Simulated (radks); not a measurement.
Question: Species: the rubidium ion Rb3+. Configuration: [Ar] 3d10 4s2 4p(up 2.25, down 1.75) (fractional occupations, a model configuration). Method: scalar-relativistic Kohn-Sham, r2SCAN, spin-polarised, spherical densities, finite nucleus; meta-GGA in the generalised Kohn-Sham scheme; Fermi nuclear charge, rms radius 4.2036 fm; computed with a radial shooting solver on a logarithmic mesh with Libxc functionals. Some entries of the table are withheld. Estimate them.

orbital,occ.,eigenvalue (eV),<r> (bohr),<r^2> (bohr^2)
1s up,1,-15107.50,0.04030,0.002189
1s down,1,-15107.42,0.04030,0.002189
2s up,1,-2059.567,0.1777,0.03723
2s down,1,-2059.550,0.1777,0.03723
2p up,3,-1827.676,0.1551,0.02943
2p down,3,-1827.615,0.1551,0.02943
3s up,1,-340.5931,0.5091,0.2976
3s down,1,-340.5256,0.5091,0.2976
3p up,3,-265.3211,(1),0.3129
3p down,3,-265.2378,(2),0.3128
3d up,5,-141.3051,0.5238,0.3356
3d down,5,-141.1994,0.5235,0.3350
4s up,1,-65.4373,1.397,2.206
4s down,1,-64.7009,1.398,2.210
4p up,2.25,-47.5267,1.568,2.798
4p down,1.75,-46.8205,1.572,2.811

Answer: 
(1) 3p up <r> (bohr): 0.5176
(2) 3p down <r> (bohr): 0.5175
